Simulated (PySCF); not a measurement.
CCl3, charge +1, multiplicity 1. Atoms are numbered in the order given.

```xyz
4

Cl     1.6480     0.0000     0.0000
C      0.0000     0.0000     0.0000
Cl    -0.8240     1.4272     0.0000
Cl    -0.8240    -1.4272     0.0000
```
Charge +1, spin multiplicity 1.

Geometry optimised at PBE0-D3(BJ)/def2-SVP. The multiplicity is an assumed one; other spin states were not compared. The isomer is the one that the SMILES or the coordinates give; other isomers of the formula were not compared.

Calculation: B3LYP/def2-TZVPD (PySCF).

* **total energy**: -1418.44384 hartree
* **point group**: D3h
* **highest occupied level**: -15.16 eV
* **lowest empty level**: -10.17 eV
* **orbital gap**: 4.99 eV
* **dipole moment about the centre of nuclear charge**: 0.00 D
* **mean static polarisability**: 50.7 bohr³ (7.51 Å³)
* **polarisability, principal values**: 32.4, 59.8, 59.8 bohr³
